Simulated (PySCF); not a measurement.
Re (rhenium, neutral) across methods

[Xe] 4f14 5d6 6s1, high-spin 6D determinant (an excited configuration). Computed with PySCF 2.14 in def2-QZVPPD with the def2 core potential (60 electrons), with a scalar-relativistic core potential.

```json
{"method": "HSE06", "E (hartree)": "-78.1189", "mean ε 6s α (eV)": "-5.746", "mean ε 5d α (eV)": "-5.753", "mean ε 5d β (eV)": "-3.128", "Σ⟨r²⟩ (bohr²)": "53.39", "⟨S²⟩": "8.752"}
{"method": "LDA", "E (hartree)": "-77.9665", "mean ε 6s α (eV)": "-6.119", "mean ε 5d α (eV)": "-4.921", "mean ε 5d β (eV)": "-2.549", "Σ⟨r²⟩ (bohr²)": "53.90", "⟨S²⟩": "8.752"}
{"method": "PBE0", "E (hartree)": "-78.1202", "mean ε 6s α (eV)": "-6.145", "mean ε 5d α (eV)": "-6.161", "mean ε 5d β (eV)": "-3.500", "Σ⟨r²⟩ (bohr²)": "53.27", "⟨S²⟩": "8.752"}
{"method": "BP86", "E (hartree)": "-78.2416", "mean ε 6s α (eV)": "-6.065", "mean ε 5d α (eV)": "-4.902", "mean ε 5d β (eV)": "-2.727", "Σ⟨r²⟩ (bohr²)": "53.68", "⟨S²⟩": "8.752"}
{"method": "BLYP", "E (hartree)": "-78.1068", "mean ε 6s α (eV)": "-5.651", "mean ε 5d α (eV)": "-4.516", "mean ε 5d β (eV)": "-2.531", "Σ⟨r²⟩ (bohr²)": "53.99", "⟨S²⟩": "8.752"}
{"method": "r2SCAN0", "E (hartree)": "-78.1198", "mean ε 6s α (eV)": "-7.106", "mean ε 5d α (eV)": "-6.288", "mean ε 5d β (eV)": "-3.499", "Σ⟨r²⟩ (bohr²)": "52.87", "⟨S²⟩": "8.754"}
{"method": "UHF", "E (hartree)": "-77.46869", "mean ε 6s α (eV)": "-7.819", "mean ε 5d α (eV)": "-9.458", "mean ε 5d β (eV)": "-5.753", "Σ⟨r²⟩ (bohr²)": "53.42", "⟨S²⟩": "8.756"}
{"method": "r2SCAN", "E (hartree)": "-78.1700", "mean ε 6s α (eV)": "-6.306", "mean ε 5d α (eV)": "-5.097", "mean ε 5d β (eV)": "-2.420", "Σ⟨r²⟩ (bohr²)": "53.04", "⟨S²⟩": "8.754"}
```

**Question.** Estimate the same row for PBE.

**Answer.** E (hartree) = -78.1611; mean ε 6s α (eV) = -5.922; mean ε 5d α (eV) = -4.793; mean ε 5d β (eV) = -2.454; Σ⟨r²⟩ (bohr²) = 53.67; ⟨S²⟩ = 8.752.

Energies and moments cover only the electrons outside the core potential. Spin-orbit coupling, absent here, splits the open shell strongly.
